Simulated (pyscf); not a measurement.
## `[SH][SnH3]`, singlet

Gas-phase minimum from PySCF at ωB97X-D3(BJ)/def2-SVP, one conformer. 

```
Sn
H 1 1.7024
H 1 1.7068 2 111.30
H 1 1.7069 2 111.21 3 -123.36
S 1 2.4074 2 104.87 4 -118.42
H 5 1.3474 1 94.33 2 -177.79
```
Charge 0, spin multiplicity 1.

Properties at ωB97X-D3(BJ)/def2-SVP:

```yaml
harmonic_wavenumbers_unscaled: 123, 376, 447, 491, 721, 735, 738, 755, 1975, 1982, 2000, 2760 cm⁻¹
zero_point_energy: 18.7 kcal/mol
rotational_symmetry_number: 1
Entropy of this conformer at 298 K and 1 atm, rigid rotor and harmonic oscillator, modes under 100 cm⁻¹ raised to 100: 299.6 J/(mol K)
dipole_moment: 1.71 D
```

Single-point totals, which compare only within one level (frozen core for MP2 and CC):

```tsv
level	total energy (hartree)
ωB97X-D3(BJ)/def2-TZVP	-615.01266
PBE/def2-TZVP	-614.72320
r²SCAN/def2-TZVP	-614.95912
B3LYP-D3(BJ)/def2-TZVP	-615.01343
PBE0-D3(BJ)/def2-TZVP	-614.77503
M06-2X/def2-TZVP	-614.81102
ωB97M-D3(BJ)/def2-TZVP	-614.99230
HF/def2-TZVPP	-613.22783
MP2/def2-TZVPP	-613.74550
CCSD/def2-TZVPP	-613.77412
CCSD(T)/def2-TZVPP	-613.79219
```

Soft torsions are taken as harmonic, which can shift the entropy by several J/(mol K). The CCSD(T) − MP2 part came from Ansatz, without density fitting, on the same reference. The frozen core leaves the outer d or s,p core shells of the metals and heavy elements correlated in the MP2 and CC values, and def2-TZVPP describes them poorly, so these totals are far from the basis limit. Elements past Kr carry the def2 core potentials, without spin-orbit coupling.
